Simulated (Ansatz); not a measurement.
Results of the Gaussian-basis code of Ansatz.

A structure relaxed at PBE0-D4/def2-TZVP, charge 0, multiplicity 1:

```tsv
atom	x (Å)	y (Å)	z (Å)
C1	-0.7729	-0.4207	1.3221
N2	-0.2818	-0.1128	-0.0256
Si3	0.2923	1.4946	-0.2917
O4	1.5954	1.8915	0.6293
Si5	-0.1572	-1.3885	-1.1530
F6	1.1123	-2.3271	-0.8652
H7	-1.3545	0.4169	1.7184
H8	0.0439	-0.6239	2.0202
H9	-1.4281	-1.2958	1.3028
H10	-0.7430	2.4585	0.1449
H11	0.5970	1.5890	-1.7409
H12	2.4147	1.4203	0.4697
H13	-1.3394	-2.2715	-1.0216
H14	0.0213	-0.8305	-2.5094
```

Give its formula and SMILES.

CH8FNOSi2, `CN([SiH2]O)[SiH2]F`.

Point group (tolerance 0.08 Å, 0.16 Å for H)?

C1.

Summarise the bond lengths by kind.

1 × C–N 1.467 Å; 3 × C–H 1.093 to 1.094 Å; 2 × N–Si 1.707 to 1.727 Å; 1 × O–Si 1.644 Å; 4 × H–Si 1.478 to 1.484 Å; 1 × H–O 0.959 Å; 1 × F–Si 1.605 Å.
